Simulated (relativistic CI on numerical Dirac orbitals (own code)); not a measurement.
**V3+ in a cubic cluster: 1s photoemission with charge transfer**

Computed with a charge-transfer multiplet model of a cubic metal-ligand cluster with up to 2 ligand holes, Slater and spin-orbit integrals from Dirac-Coulomb-Breit ions, Slater integrals scaled by 0.9. The parameters are those of a tetrahedral site (10Dq negative, t2 hopping the larger). The ground state mixes d2 with configurations of k ligand holes L, whose averages lie at kΔ + k(k − 1)U_dd/2; a core hole lowers each added d electron by U_cd. 300 K, Lorentzian 1.1 eV and Gaussian 0.6 eV FWHM.

Atomic integrals in eV (Slater integrals scaled, ζ unscaled), ground: F2dd 9.064, F4dd 5.680, zeta_d 0.024; with the core hole: F2dd 10.621, F4dd 6.689, zeta_d 0.040, G2cd 0.050.

Cluster parameters (eV): Δ = 3.2, U_dd = 5.4, U_cd = 6.9, 10Dq(ligand) = 0, V(eg) = 1.7, V(t2g) = -2.89, final-state hopping factor = 1.

```csv
Case,n_d,d2,d3L,d4L2,S
10Dq = -1.15 eV,2.71,0.40,0.48,0.11,1.00
10Dq = -0.55 eV,2.72,0.39,0.49,0.12,1.00
10Dq = -0.25 eV,2.73,0.39,0.49,0.12,1.00
```

Weights, n_d and S are thermal averages at 300 K. Binding energies count from the first peak over 30 % of the highest in each spectrum, which can be another peak from case to case. The parameters are a model scan and need not match a compound or its usual spin state. Peaks in eV (height, largest 100):
- 10Dq = -1.15 eV: 0.0 (100), 14.3 (8)
- 10Dq = -0.55 eV: 0.0 (100), 14.5 (8)
- 10Dq = -0.25 eV: 0.0 (100), 14.5 (8)

For the case 10Dq = -0.25 eV, Δ = 3.2 eV is smaller than U_dd = 5.4 eV, the charge-transfer side of the Zaanen-Sawatzky-Allen scheme. With the core hole the average of the configuration with one ligand hole lies at Δ − U_cd = -3.7 eV before mixing: the effective hopping of about 7.1 eV (from the holes of the mixed ground state) is comparable with this gap or larger, so the configurations mix strongly.

With at most 2 ligand holes the space is cut while the next configuration still counts, so covalency is underestimated, and a final configuration with one more ligand hole, which can lie low, is missing from the spectra.
